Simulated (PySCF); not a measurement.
Coordinates in bohr (charge 0 multiplicity 1):
```
Zr    0.0000    0.0000    0.6897
S     0.0000    0.0000    4.8264
Br    4.2736    0.0000   -1.3766
Br   -4.2736    0.0000   -1.3766
```

Level of theory: PBE0/[Zr def2-SVP with ECP28, S def2-SVP, Br def2-SVP], scalar-relativistic core potentials, density fitting, no spin–orbit coupling, PySCF.

This geometry of ZrSBr2 is a stationary point at this level.

(1) What is the point group?

(2) Is it a minimum?

(3) Which band is strongest in the infrared?

(4) What are the dipole moment and the gap between the highest occupied and lowest empty levels?

(5) Give the atomic charges and bond orders.

Answers

(1) C2v.

(2) No: it has 1 imaginary mode, at 36i cm⁻¹ (b1).

(3) 561 cm⁻¹ (a1), 88 km/mol.

(4) 1.78 D and 3.86 eV.

(5) 
| atom | Mulliken | Löwdin | polar tensor | Mayer order to Zr1 |
| --- | --- | --- | --- | --- |
| Zr1 | 0.74 | -0.38 | 1.85 | – |
| S2 | -0.20 | 0.18 | -0.68 | 2.43 |
| Br3,4 | -0.27 | 0.10 | -0.59 | 1.19 |

Stability towards spin polarisation was not tested. Other isomers or separated fragments may lie lower.
